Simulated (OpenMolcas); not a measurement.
Co6+: effect of the active space

```yaml
Program: OpenMolcas
Method: CASSCF or its RAS form
Basis: ANO-RCC-VQZP
Scalar_Hamiltonian: DKH2, point nucleus
Spin-orbit_coupling: state interaction with AMFI integrals over the reference wave functions, term energies averaged over their components
```

A. 3 electrons in 5 orbitals (3d); 2S+1 = 4 even, 10 roots; 2S+1 = 2 even, 40 roots; cost of the order of 12 core-seconds
B. 9 electrons in 8 orbitals (RAS1 3p, at most 2 holes; RAS2 3d); 2S+1 = 4 even, 10 roots; 2S+1 = 2 even, 40 roots; cost roughly 40 core-seconds
C. 3 electrons in 10 orbitals (3d 4d); 2S+1 = 4 even, 10 roots; 2S+1 = 2 even, 40 roots; cost roughly 24 core-seconds

Energies in cm-1 above 3d3 4F 3/2, the measured ground level; measured values from Sugar and Corliss, J. Phys. Chem. Ref. Data 10, 1097 (1981).

| Level | A | B | C | Measured |
| --- | --- | --- | --- | --- |
| 3d3 4F 3/2 | 0.0 | 0.0 | 0.0 | 0.0 |
| 3d3 4F 5/2 | 721 | 742 | 725 | 698 |
| 3d3 4F 7/2 | 1689 | 1733 | 1698 | 1610 |
| 3d3 4F 9/2 | 2868 | 2935 | 2882 | 2723 |
| 3d3 4P 1/2 | 25623 | 24078 | 25279 | 21096 |
| 3d3 4P 3/2 | 25853 | 24269 | 25517 | 21304 |
| 3d3 2G 7/2 | 26469 | 26409 | 25993 |  |
| 3d3 4P 5/2 | 26778 | 25281 | 26463 | 22187 |
| 3d3 2G 9/2 | 27391 | 27393 | 26934 |  |
| 3d3 2P 1/2 | 34819 | 31642 | 34326 |  |
| 3d3 2P 3/2 [65 %] | 34851 | 31577 | 34298 |  |
| 3d3 2H 9/2 | 34992 | 36628 | 34404 |  |
| 3d3 2H 11/2 | 35646 | 37335 | 35083 |  |
| 3d3 2D 3/2(1) [69 %] | 38518 | 35025 | 37867 |  |
| 3d3 2D 5/2(1) | 38767 | 35272 | 38088 |  |
| 3d3 2F 7/2 | 59574 | 58274 | 58740 |  |
| 3d3 2F 5/2 | 59984 | 58689 | 59148 |  |
| 3d3 2D 5/2(2) | 92876 | 86576 | 90953 |  |
| 3d3 2D 3/2(2) | 93364 | 87163 | 91399 |  |

Deviations, from unrounded energies. A percentage is the sum of absolute deviations over the sum of measured energies, with the sign that they share, or ± where signs differ.

```
                        Against measurement  Levels      A      B      C
             mean absolute deviation (cm-1)       6   2300   1600   2200
      fine structure of the ground term (%)       3   +4.9   +7.5   +5.5
other terms of the ground configuration (%)       3  +21.2  +14.0  +19.6
```

B lies closest to measurement on these levels and A furthest from it. The largest miss of B in the table is 3d3 4P 5/2, by +3100 cm-1. The ranking rests on the paired levels alone, and a cruder setting can come out closer through cancelling errors.

Among A to C the level of the table that moves most is 3d3 2D 5/2(2), by 6300 cm-1 (lowest in B, highest in A).

Without dynamic correlation excited terms often stand tens of per cent too high (terms of higher spin than the ground term too low), and those without a measured partner can miss by more than the paired ones. Active for correlation alone: 3p; no level in the range computed is led by a configuration that opens it, so any true level of that kind is missing (holds for B). Active for correlation alone: 4d; no level in the range computed is led by a configuration that fills it, so any true level of that kind is missing (holds for C). Computed and measured levels are paired by configuration, term and J; levels that our copy of the source lacks, or whose pairing is in doubt (as where it misses far off the trend of its configuration), stay unpaired and out of the deviations. Only configurations of the active space appear.

A share in square brackets marks a mixed level and gives the weight of the term that names it, the lowest over the columns. A number in round brackets counts repeated terms of one configuration in the order of the reference energies.
